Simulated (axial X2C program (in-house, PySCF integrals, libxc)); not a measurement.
# Levels of GaF⁺ by electron attachment to GaF²⁺ (EOM-EA-CCSD)

Computed with an axial X2C code built on PySCF integrals: two-component X2C with atomic mean-field Coulomb and Gaunt terms, Gaussian nuclei, basis Ga dyall-acv3z, F dyall-av3z with contracted cores.

R = 1.703 Å (near the PBE0 minimum at charge 1 of the determinant lowest at the starting distance; the state shown can have its own minimum elsewhere).

Levels of GaF⁺ obtained by attaching an electron to GaF²⁺:

| Ω | binding energy (eV) | above lowest (cm⁻¹) | attached spinor | one-particle weight |
| --- | --- | --- | --- | --- |
| 1/2 | 19.332 | 0 | 54% Ga sσ, 24% Ga pσ, 17% F pσ | 0.98 |
| 1/2 | 13.425 | 47643 | 84% Ga pπ, 7% F pπ | 0.97 |
| 3/2 | 13.325 | 48454 | 84% Ga pπ, 7% F pπ | 0.97 |
| 1/2 | 9.621 | 78327 | 53% Ga pσ, 30% Ga dσ, 9% F sσ | 0.67 |

Problem. Take the first Ω = 1/2 and Ω = 3/2 rows of π character: how far apart are they, and which lies lower?

Solution. E(3/2) − E(1/2) = 48454 − 47643 = 811 cm⁻¹ at EOM-EA-CCSD: regular, Ω = 1/2 lower. Splittings at this level can be off by ten to twenty per cent.

This point took 38 s on 1 thread of Intel(R) Xeon(R) Processor @ 2.30GHz, with other jobs on the host.

Reference electrons by ω block (each with its −ω partner): 1/2: 13, 3/2: 5, 5/2: 1. 18 electrons of GaF²⁺ correlated (inner shells frozen), 92 natural virtual spinors (a truncated set); levels can be off by some tenths of an eV. Roots sought by Ω: (1/2: 5, 3/2: 4, 5/2: 2, 7/2: 1); rows need 60 % one-particle weight and stop where some Ω has no more roots. Missing are any skipped roots, higher Ω and states of a further excitation; these come out far too high here and may in truth be low or lowest. T1 of the reference 0.029 (Lee–Taylor). The reference was not checked to be the lowest state of its species. Number of frozen shells: Ga 3 s, 2 p; F 1 s. Large amplitudes in the reference (orbital relaxation or multireference character) lower the reliability. Left out with split weight: Ω = 1/2 at 11.10 eV (0.29).
